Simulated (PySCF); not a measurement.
TaH₅, SMILES [TaH5] (connectivity only; charge and spin as stated), neutral, multiplicity 1.

Geometry: PBE0-D3(BJ)/def2-TZVPD. The spin state was assumed, not searched. The def2 effective core potentials stand for the cores of Ta; spin–orbit coupling is left out.

All values below come from TDDFT-PBE0/def2-TZVPD in PySCF 2.14.0.

Vertical excitations; the highest root listed may be one member of a degenerate set.  State labels are in the subgroup C2v.

Problem. Estimate the UV-visible absorptions. (The exact figures need the calculation; the answer reports its results.)

Solution. 
| state | symmetry | energy (eV) | λ (nm) | f | main pairs |
|---|---|---|---|---|---|
| S1 | A2 | 3.77 | 329 | 0.000 | HOMO−2→LUMO 100 % |
| S2 | B1 | 3.85 | 322 | 0.009 | HOMO−1→LUMO (degenerate set) |
| S3 | B2 | 3.85 | 322 | 0.009 | HOMO→LUMO (degenerate set) |
| S4 | A1 | 4.30 | 288 | 0.000 | HOMO−3→LUMO 94 % |
| S5 | A2 | 4.83 | 257 | 0.000 | HOMO−1→LUMO+2 50 %, HOMO→LUMO+1 50 % |
| S6 | B1 | 4.84 | 256 | 0.001 | HOMO−1→LUMO+3, HOMO−3→LUMO+1 (degenerate set) |
| S7 | B2 | 4.84 | 256 | 0.001 | HOMO→LUMO+3, HOMO−3→LUMO+2 (degenerate set) |
| S8 | A1 | 4.85 | 255 | 0.000 | HOMO−1→LUMO+1 47 %, HOMO→LUMO+2 47 % |
| S9 | A2 | 4.87 | 254 | 0.000 | HOMO→LUMO+1 40 %, HOMO−1→LUMO+2 40 %, HOMO−2→LUMO+3 19 % |
| S10 | A1 | 5.19 | 239 | 0.045 | HOMO−3→LUMO+3 39 %, HOMO→LUMO+2 30 %, HOMO−1→LUMO+1 30 % |
| T1 | B1 | 3.30 | 376 | 0 | HOMO−1→LUMO (degenerate set) |
| T2 | B2 | 3.30 | 376 | 0 | HOMO→LUMO (degenerate set) |
| T3 | A2 | 3.36 | 369 | 0 | HOMO−2→LUMO 100 % |
| T4 | A1 | 3.94 | 315 | 0 | HOMO−3→LUMO 96 % |
Triplets are in the Tamm–Dancoff approximation, which puts them higher than full response would, so one can lie above its singlet here.
